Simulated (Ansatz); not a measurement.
Energy needed to pull apart C₃H₂Se (SMILES C#CC=[Se]), singlet, into free ground-state atoms, from the structure below (displaced at random from a GFN2-xTB minimum); no zero-point or spin–orbit terms; open-shell atoms are treated unrestricted, in their ground-state multiplicity.

| atom | x (Å) | y (Å) | z (Å) |
| --- | --- | --- | --- |
| C1 | 0.3406 | 1.3553 | -0.8581 |
| C2 | 0.2474 | 0.3401 | -0.1584 |
| C3 | -0.1599 | -0.8053 | 0.6443 |
| Se4 | -1.5319 | -1.7347 | 0.4400 |
| H5 | 0.3916 | 2.0026 | -1.3930 |
| H6 | 0.5556 | -0.9906 | 1.4727 |

Computed with Ansatz 0.2.0 (basis: def2-TZVPP); correlated methods freeze the cores. Filled d shells of the heavier atoms are correlated. The def2 sets are not built for correlating such inner shells, so the correlated values are less sure here.

| method | atomization energy (eV) |
| --- | --- |
| PBE-D4 | 25.25 |
| r2SCAN-D4 | 24.19 |
| PBE0-D4 | 24.32 |
| LC-wPBE | 23.62 |
| wB97X-V | 23.78 |
| wB97M-V | ? |
| HF | 15.68 |
| MP2 | 24.23 |
| CCSD | ? |
| CCSD(T) | 23.25 |

(1) What does wB97M-V give? (Judge from chemistry; the value comes from the calculation.)

(2) What does CCSD give? (An estimate is asked for; the value comes from the calculation.)

No T1 diagnostic of these runs exceeds 0.014. The restricted Hartree–Fock reference is unstable towards an unrestricted one here.

Answers

(1) By the calculation: 23.92 eV, which is about 0.66 eV more than CCSD(T)/def2-TZVPP.

(2) The calculation gives: 22.53 eV, which is about 0.72 eV less than CCSD(T)/def2-TZVPP.

In triple zeta the MP2 and coupled-cluster atomization energies are still short of their basis limit by a few kcal/mol a bond, whereas those of the functionals are nearly converged, so these differences are not deviations from converged CCSD(T).

For scale, one of the runs: CCSD(T)/def2-TZVPP forces, 169 basis functions (an equivalent command: `ansatz run in.yaml --threads 4`). Time: 3.4 min of wall clock on 4 CPU threads; the host was shared. Peak host memory: 2.7 GiB.
